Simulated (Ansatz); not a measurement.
Compare A (`SC1N[SiH2]1`) with its isomer B (`NC([SiH3])=S`).

Calculated with Ansatz (gas phase, PBE0-D4/def2-TZVP geometries, no zero-point term in ΔE). CCSD(T)/CBS is the MP2 limit (def2-TZVPP, def2-QZVPP) plus CCSD(T) − MP2 in def2-TZVPP, frozen cores. DFT in def2-TZVPP. B3LYP here is the variant with VWN-RPA as its local correlation; programs differ in this. Each species was taken in one conformer, which may not be the lowest.

Task: Which isomer does CCSD(T)/CBS put lower? Give the gap. (An estimate is asked.)

Result: Computed: B, by 18.3 kcal/mol.

Task: Give E(B) − E(A) in kcal/mol with BLYP-D4, CCSD/def2-TZVPP, B3LYP, PBE0-D4, LDA (SPW92), PBE-D4, ωB97M-V. (Best estimate.)

Result: Ansatz gave: BLYP-D4 -24.0, CCSD/def2-TZVPP -18.3, B3LYP -22.5, PBE0-D4 -18.5, LDA (SPW92) -17.7, PBE-D4 -20.0, ωB97M-V -17.9. None reverses the order clearly.

Task: Does the order hold for the free energy at 298.15 K (harmonic terms from PBE0-D4)? (Estimate.)

Result: Ansatz gave: Yes: G(B) − G(A) = -18.7 kcal/mol, for one conformer each.

Largest T1 diagnostic: 0.018.

From BLYP to BHLYP (50 % exact exchange), in def2-TZVPP and without D4, E(B) − E(A) moves by +2.8 kcal/mol. At CCSD(T), def2-SVP lies −5.3 kcal/mol from the extrapolated value and def2-TZVPP −0.6 kcal/mol.
